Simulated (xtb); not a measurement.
xtb input (GFN1-xTB):

```bash
xtb mol.xyz --gfn 1 --sp --chrg 0 --uhf 0
```
mol.xyz:
```
7

C      2.31671457    -0.19769369     0.00869972
C      1.12584018    -0.09607204     0.00422775
C     -0.32909767     0.02808310    -0.00123583
F     -0.80212808     0.29736230     1.22873632
F     -0.91576804    -1.10696915    -0.42144386
F     -0.73288993     1.01874135    -0.81649565
H      3.37633201    -0.28811470     0.01267880
```

Output:

```
           -------------------------------------------------
          |                Calculation Setup                |
           -------------------------------------------------

           -------------------------------------------------
          |                 G F N 1 - x T B                 |
           -------------------------------------------------

        Reference                      10.1021/acs.jctc.7b00118
      * Hamiltonian:
        H0-scaling (s, p, d)           1.850000    2.250000    2.000000
        zeta-weighting                 0.000000
      * Dispersion:
        s8                             2.400000
        a1                             0.630000
        a2                             5.000000
        s9                             0.000000
      * Repulsion:
        kExp                           1.500000
        rExp                           1.000000
      * Coulomb:
        alpha                          2.000000
        third order                    atomic
        anisotropic                    false
      * Halogen bond correction:
        rad-scale                      1.300000
        damping                        0.440000

          ...................................................
          :                      SETUP                      :
          :.................................................:
          :  # basis functions                  26          :
          :  # atomic orbitals                  26          :
          :  # shells                           14          :
          :  # electrons                        34          :
          :  # halogen bonds                     0          :
          :  max. iterations                   250          :
          :  Hamiltonian                  GFN1-xTB          :
          :  restarted?                      false          :
          :  GBSA solvation                  false          :
          :  PC potential                    false          :
          :  electronic temp.          300.0000000     K    :
          :  accuracy                    1.0000000          :
          :  -> integral cutoff          0.2500000E+02      :
          :  -> integral neglect         0.1000000E-07      :
          :  -> SCF convergence          0.1000000E-05 Eh   :
          :  -> wf. convergence          0.2000000E-04 e    :
          :  Broyden damping             0.4000000          :
          :  net charge                          0          :
          :  unpaired electrons                  0          :
          ...................................................

 iter      E             dE          RMSdq      gap      omega  full diag
   1    -22.3124708 -0.223125E+02  0.859E+00    7.07       0.0  T
   2    -22.4072474 -0.947765E-01  0.512E+00    7.00       1.0  T
   3    -22.4044356  0.281175E-02  0.216E+00    7.03       1.0  T
   4    -22.4126875 -0.825186E-02  0.387E-01    7.01       1.0  T
   5    -22.4132302 -0.542712E-03  0.515E-02    7.01       1.0  T
   6    -22.4132363 -0.614167E-05  0.119E-02    7.01       3.2  T
   7    -22.4132373 -0.980890E-06  0.495E-03    7.01       7.6  T
   8    -22.4132375 -0.241139E-06  0.590E-04    7.01      64.1  T
   9    -22.4132375 -0.265823E-08  0.150E-04    7.01     251.7  T
  10    -22.4132376 -0.199680E-09  0.112E-06    7.01   33835.1  T

   *** convergence criteria satisfied after 10 iterations ***

         #    Occupation            Energy/Eh            Energy/eV
      -------------------------------------------------------------
         1        2.0000           -0.9139856             -24.8708
       ...           ...                  ...                  ...
        11        2.0000           -0.5885180             -16.0144
        12        2.0000           -0.5692892             -15.4911
        13        2.0000           -0.5692892             -15.4911
        14        2.0000           -0.5686987             -15.4751
        15        2.0000           -0.5424241             -14.7601
        16        2.0000           -0.5147453             -14.0069
        17        2.0000           -0.5147453             -14.0069 (HOMO)
        18                         -0.2572647              -7.0005 (LUMO)
        19                         -0.2572647              -7.0005
        20                         -0.1346389              -3.6637
        21                         -0.0476338              -1.2962
        22                          0.0295977               0.8054
       ...                                ...                  ...
        26                          1.3971212              38.0176
      -------------------------------------------------------------
                  HL-Gap            0.2574807 Eh            7.0064 eV
             Fermi-level           -0.3860050 Eh          -10.5037 eV

 SCC (total)                   0 d,  0 h,  0 min,  0.005 sec
 SCC setup                      ...        0 min,  0.000 sec (  1.774%)
 Dispersion                     ...        0 min,  0.000 sec (  0.723%)
 classical contributions        ...        0 min,  0.000 sec (  0.325%)
 integral evaluation            ...        0 min,  0.001 sec ( 26.722%)
 iterations                     ...        0 min,  0.001 sec ( 32.153%)
 molecular gradient             ...        0 min,  0.002 sec ( 36.210%)
 printout                       ...        0 min,  0.000 sec (  1.898%)

         :::::::::::::::::::::::::::::::::::::::::::::::::::::
         ::                     SUMMARY                     ::
         :::::::::::::::::::::::::::::::::::::::::::::::::::::
         :: total energy             -22.237278480126 Eh    ::
         :: gradient norm              0.021516303798 Eh/a0 ::
         :: HOMO-LUMO gap              7.006405726405 eV    ::
         ::.................................................::
         :: SCC energy               -22.413237550181 Eh    ::
         :: -> electrostatic           0.061589381215 Eh    ::
         :: repulsion energy           0.177562141043 Eh    ::
         :: dispersion energy         -0.001603070988 Eh    ::
         :: halogen bond corr.         0.000000000000 Eh    ::
         :: add. restraining           0.000000000000 Eh    ::
         :: total charge              -0.000000000000 e     ::
         :::::::::::::::::::::::::::::::::::::::::::::::::::::

           -------------------------------------------------
          |                Property Printout                |
           -------------------------------------------------

    * Orbital Energies and Occupations

         #    Occupation            Energy/Eh            Energy/eV
      -------------------------------------------------------------
         1        2.0000           -0.9139856             -24.8708
       ...           ...                  ...                  ...
         5        2.0000           -0.6873844             -18.7047
         6        2.0000           -0.6667524             -18.1433
         7        2.0000           -0.6531510             -17.7731
         8        2.0000           -0.6531510             -17.7731
         9        2.0000           -0.6064976             -16.5036
        10        2.0000           -0.5885180             -16.0144
        11        2.0000           -0.5885180             -16.0144
        12        2.0000           -0.5692892             -15.4911
        13        2.0000           -0.5692892             -15.4911
        14        2.0000           -0.5686987             -15.4751
        15        2.0000           -0.5424241             -14.7601
        16        2.0000           -0.5147453             -14.0069
        17        2.0000           -0.5147453             -14.0069 (HOMO)
        18                         -0.2572647              -7.0005 (LUMO)
Note: The following floating-point exceptions are signalling: IEEE_DENORMAL
normal termination of xtb
        19                         -0.2572647              -7.0005
        20                         -0.1346389              -3.6637
        21                         -0.0476338              -1.2962
        22                          0.0295977               0.8054
        23                          0.0295977               0.8054
        24                          0.0471629               1.2834
        25                          0.2955442               8.0422
        26                          1.3971212              38.0176
      -------------------------------------------------------------
                  HL-Gap            0.2574807 Eh            7.0064 eV
             Fermi-level           -0.3860050 Eh          -10.5037 eV

  Mulliken/CM5 charges         n(s)   n(p)   n(d)
     1C     0.00077 -0.04989   1.102  2.898  0.000
     2C    -0.03284 -0.03048   1.083  2.949  0.000
     3C     0.66103  0.71653   0.997  2.342  0.000
     4F    -0.23892 -0.25925   1.818  5.421  0.000
     5F    -0.23892 -0.25925   1.818  5.421  0.000
     6F    -0.23892 -0.25925   1.818  5.421  0.000
     7H     0.08779  0.14157   0.912  0.000  0.000

Wiberg/Mayer (AO) data.
largest (>0.10) Wiberg bond orders for each atom

 ---------------------------------------------------------------------------
     #   Z sym  total        # sym  WBO       # sym  WBO       # sym  WBO
 ---------------------------------------------------------------------------
     1   6 C    3.981 --     2 C    2.931     7 H    0.976
     2   6 C    3.982 --     1 C    2.931     3 C    0.983
     3   6 C    3.781 --     2 C    0.983     5 F    0.925     6 F    0.925
                             4 F    0.925
     4   9 F    1.061 --     3 C    0.925
     5   9 F    1.061 --     3 C    0.925
     6   9 F    1.061 --     3 C    0.925
     7   1 H    0.989 --     1 C    0.976
 ---------------------------------------------------------------------------

Topologies differ in total number of bonds
Writing topology from bond orders to xtbtopo.mol

 dipole moment from electron density (au)
     X       Y       Z
   1.1677  -0.0996   0.0044  total (Debye):    2.979

           -------------------------------------------------
          | TOTAL ENERGY              -22.237278480126 Eh   |
          | GRADIENT NORM               0.021516303798 Eh/α |
          | HOMO-LUMO GAP               7.006405726405 eV   |
           -------------------------------------------------

------------------------------------------------------------------------
------------------------------------------------------------------------
 total:
 SCF:
```
